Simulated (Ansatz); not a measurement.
Relaxation of AlF3H2 (6 atoms, charge 0, multiplicity 1), to a largest force component of 0.03 eV/Å in at most 50 steps.

Level of theory: RKS BHLYP/def2-SVP in Ansatz 0.2.0.

```xyz
6
Properties=species:S:1:pos:R:3
Al 0.001 0.235 -0.083
H 0.017 0.197 1.475
F 1.406 0.363 -0.923
F -1.421 0.272 -0.902
F 0.057 -2.330 1.221
H 0.067 -1.635 1.824
```

Task: Where does it end, and by what steps?

Result: The run converged. After 13 steps the energy has fallen by 0.523 eV; F5 moved furthest, 0.69 Å. Joined: Al1–F5 (2.88 → 2.01 Å).

| step | energy less start (eV) | largest force component (eV/Å) | accepted |
| --- | --- | --- | --- |
| 0 | 0.0000 | 0.329 | yes |
| 1 | -0.0545 | 2.011 | yes |
| 2 | -0.2307 | 1.849 | yes |
| 3 | -0.4516 | 0.777 | yes |
| 4 | -0.4405 | 0.753 | no |
| 5 | -0.4854 | 0.423 | yes |
| 6 | -0.5051 | 0.278 | yes |
| 7 | -0.5135 | 0.123 | yes |
| 8 | -0.5215 | 0.277 | yes |
| 9 | -0.5195 | 0.357 | no |
| 10 | -0.5229 | 0.046 | yes |
| 11 | -0.5234 | 0.053 | yes |
| 12 | -0.5234 | 0.019 | no |
| 13 | -0.5234 | 0.009 | yes |

```xyz
6
Properties=species:S:1:pos:R:3
Al 0.004 0.081 0.112
H 0.000 0.687 1.554
F 1.409 0.061 -0.756
F -1.411 -0.008 -0.736
F 0.055 -1.817 0.758
H 0.070 -1.902 1.680
```

The run took 26 s on 1 thread of Arm Neoverse V2 (shared host), peak memory 0.12 GiB.
